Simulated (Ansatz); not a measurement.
Calculated with Ansatz (gas phase, PBE0-D4/def2-TZVP geometries, no zero-point term in ΔE). CCSD(T)/CBS adds triple-zeta CCSD(T) − MP2 to the extrapolated MP2 energy (def2 sets, frozen cores). This one scheme is used for every species. DFT in def2-TZVPP. Each species was taken in one conformer, which may not be the lowest.

Reaction (redistribution): `OBB[SiH3]` + `F[SiH2]S[SiH3]` → `FBB[SiH3]` + `O[SiH2]S[SiH3]`

`OBB[SiH3]`:

Z-matrix (Å, degrees):
```
Si
B 1 2.012
H 1 1.490 2 112.9
H 1 1.489 2 114.8 3 124.5
H 1 1.495 2 105.2 3 -117.3
B 2 1.661 1 123.2 3 -135.9
H 2 1.200 1 115.6 3 40.7
O 6 1.357 2 124.6 1 -88.2
H 6 1.215 2 116.4 1 90.0
H 8 0.960 6 113.4 2 178.6
```

`F[SiH2]S[SiH3]`:

```xyz
9

F     1.888    0.498   -1.133
Si    1.483    0.492    0.414
S     0.215   -1.138    0.867
Si   -1.484   -0.577   -0.320
H     2.709    0.308    1.219
H     0.813    1.784    0.676
H    -2.675   -1.157    0.345
H    -1.365   -1.115   -1.696
H    -1.585    0.904   -0.371
```

`FBB[SiH3]`:

Cartesian coordinates in Å:
```
F -0.148 -2.579 0.819
B 0.580 -1.698 0.144
B 0.618 -0.067 0.469
Si -0.670 1.252 -0.339
H 1.222 -2.135 -0.784
H 1.465 0.403 1.175
H 0.017 2.482 -0.820
H -1.502 0.710 -1.446
H -1.581 1.633 0.781
```

`O[SiH2]S[SiH3]`:

Cartesian coordinates in Å:
```
O 1.748 -0.504 -0.747
Si 1.320 0.392 0.562
S -0.517 1.437 0.278
Si -1.747 -0.255 -0.184
H 1.811 -0.051 -1.590
H 1.214 -0.587 1.664
H 2.303 1.462 0.867
H -3.145 0.143 0.110
H -1.633 -0.626 -1.616
H -1.353 -1.413 0.657
```

| level | ΔE (kJ/mol) | difference from CCSD(T)/CBS |
| --- | --- | --- |
| r2SCAN-D4 | 36.7 | -1.4 |
| ωB97X-V | 36.4 | -1.7 |
| ωB97M-V | 37.0 | -1.1 |
| B2PLYP | 37.7 | -0.4 |
| HF/def2-TZVPP | 33.6 | -4.5 |
| MP2/def2-TZVPP | 36.9 | -1.2 |
| HF/def2-QZVPP | 34.8 | -3.3 |
| HF/CBS(def2) | 35.0 | -3.1 |
| MP2/CBS(def2) | 38.1 | 0.0 |
| CCSD/CBS(def2) | 38.0 | -0.1 |
| CCSD(T)/CBS | 38.1 | 0 |

Largest T1 diagnostic among the species: 0.014.

In def2-TZVPP, CCSD(T) changes the Hartree–Fock value by +3.3 kJ/mol (the triples alone add +0.2 kJ/mol) and MP2 by +3.3 kJ/mol.
